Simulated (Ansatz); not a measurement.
Molecule: C2H4BO2, net charge 0, doublet state. It need not be the lowest isomer of its formula. SMILES: [CH]=CB(O)O
Geometry from a B3LYP-D3(BJ)/def2-TZVP (Ansatz, a program for electronic structure) optimisation:
```xyz
9

C     -2.0121     0.2243     0.5627
C     -0.9885    -0.5414     0.2911
B      0.4279    -0.0281    -0.1201
O      0.6526     1.3183    -0.2139
O      1.3772    -0.9881    -0.3663
H     -3.0463     0.1176     0.8569
H     -1.1177    -1.6288     0.3521
H      1.5415     1.5804    -0.4706
H      2.2481    -0.6676    -0.6193
```
Charge 0, spin multiplicity 2.

Property: atomisation energy (electronic, to ground-state atoms), in kcal/mol. Correlated levels leave the core frozen unless marked. Open shells are spin-unrestricted. Spin-orbit coupling is left out. No relativistic terms. The coupled-cluster limit lacks core correlation, which all-electron functionals hold. CBS marks a two-point X^-3 extrapolation of the correlation energy; Hartree-Fock from the larger set.

```csv
level,program,atomisation energy (kcal/mol)
HSE06-D3(BJ)/def2-TZVPD,Ansatz + dftd3,924.2
HSE06-D4/def2-TZVPD,Ansatz + dftd4,924.7
B2PLYP/def2-TZVPD,Ansatz,909.8
MP2/6-31G,Ansatz,776.3
SCS-MP2/6-31G,Ansatz,770.4
CCSD/6-31G,Ansatz,762.5
"CCSD(T)/CBS(cc-pVTZ,cc-pVQZ)",Ansatz,916.9
```

The UHF reference is spin-contaminated (<S^2> 0.20 over the pure value in the largest basis).
